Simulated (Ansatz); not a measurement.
Species: ethylenediamine, C2H8N2 (charge 0, singlet). 
Geometry from a B3LYP-D3(BJ)/def2-TZVP (Ansatz, a first-principles code) optimisation:
```
C
H 1 1.0913
H 1 1.1021 2 106.72
N 1 1.4625 2 108.58 3 122.90
H 4 1.0123 1 110.90 2 -54.22
H 4 1.0137 5 107.05 1 120.96
C 1 1.5216 2 108.57 3 -117.10
H 7 1.0913 1 108.57 2 -57.72
H 7 1.1021 8 106.72 1 117.10
N 7 1.4625 8 108.58 9 122.90
H 10 1.0123 7 110.90 8 -54.22
H 10 1.0137 11 107.05 7 120.96
```
Charge 0, spin multiplicity 1.

Parts of the frozen-core correlation energy in aug-cc-pVDZ (Ansatz, hartree). Frozen orbitals: 4; correlated occupied orbitals by spin: 13 and 13; virtual: 147 and 147. Spin-orbit coupling is left out. No relativistic terms.

```csv
term,value
reference (HF),-189.30759
MP2 opposite-spin,___
MP2 same-spin,-0.16029
CCSD correlation,___
(T),___
T1 diagnostic,0.010
largest doubles amplitude,0.012
```

Some entries are withheld; supply them.


- MP2 opposite-spin, value: -0.50723
- CCSD correlation, value: -0.71480
- (T), value: -0.02283
